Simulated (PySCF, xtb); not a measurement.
C3H6OSi, SMILES C1=C[C@@H]([SiH3])O1.

Harmonic wavenumbers (cm⁻¹) from GFN2-xTB run with xtb at its own minimum, in rising order: 122, 165, 201, 481, 532, 557, 694, 751, 759, 772, 786, 812, 920, 970, 987, 1043, 1104, 1155, 1210, 1228, 1621, 2261, 2293, 2299, 2967, 3133, 3196.

Task: What does PBE-D3(BJ)/def2-SVP in PySCF give at its own minimum? (Estimate from the structure and the level; the computed values follow.)

Result: 164, 175, 212, 471, 536, 607, 662, 777, 831, 850, 877, 901, 911, 923, 941, 1025, 1096, 1134, 1185, 1258, 1571, 2161, 2172, 2194, 3005, 3150, 3224. Paired by order, the mean absolute difference is 44 cm⁻¹ and the zero-point energies are 47.2 and 47.2 kcal/mol.
